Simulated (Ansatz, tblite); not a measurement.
Forces on trans-NiH2(PH3)2 (NiP₂H₈) at its PBE-D4/def2-SVP geometry. Total charge 0; singlet.

The xTB rows come from tblite. Correlated methods freeze 15 core orbitals; core or outer-core shells of Ni are correlated, in sets that lack core-valence functions.

GFN2-xTB (tblite), largest force 1.27 eV/Å:

```xyz
11
positions Å, forces eV/Å
Ni   -0.115    0.112   -0.055    0.072   -0.070    0.034
H    -1.148    1.097   -0.545    0.103   -0.099    0.049
P     0.929    0.085   -1.866    0.725   -0.100   -1.035
H     1.118   -1.181   -2.516   -0.117    0.814    0.317
H     2.314    0.462   -1.844   -0.854   -0.200   -0.093
H     0.579    0.823   -3.048    0.286   -0.478    0.658
H     0.930   -0.883    0.441   -0.113    0.108   -0.054
P    -0.964   -0.052    1.849   -0.416   -0.194    1.183
H    -0.138    0.247    2.984   -0.576   -0.154   -0.649
H    -1.372   -1.357    2.288    0.186    0.833   -0.221
H    -2.132    0.646    2.310    0.705   -0.460   -0.188
```

PBE-D4/def2-TZVP (Ansatz), largest force 0.53 eV/Å:

```
Ni 0.007 -0.006 0.004
H -0.008 0.007 -0.004
P 0.292 -0.035 -0.436
H -0.052 0.187 0.116
H -0.221 -0.046 0.023
H 0.033 -0.101 0.190
H 0.004 -0.004 0.002
P -0.181 -0.072 0.489
H -0.111 -0.032 -0.195
H 0.064 0.196 -0.097
H 0.174 -0.094 -0.092
```

PBE-QIDH/def2-TZVP (Ansatz), largest force 0.69 eV/Å:

```
Ni 0.055 -0.053 0.026
H 0.425 -0.407 0.202
P 0.377 -0.101 -0.415
H -0.147 0.566 0.346
H -0.662 -0.143 0.058
H 0.099 -0.319 0.605
H -0.430 0.408 -0.204
P -0.117 -0.146 0.538
H -0.341 -0.101 -0.580
H 0.191 0.590 -0.280
H 0.550 -0.295 -0.297
```
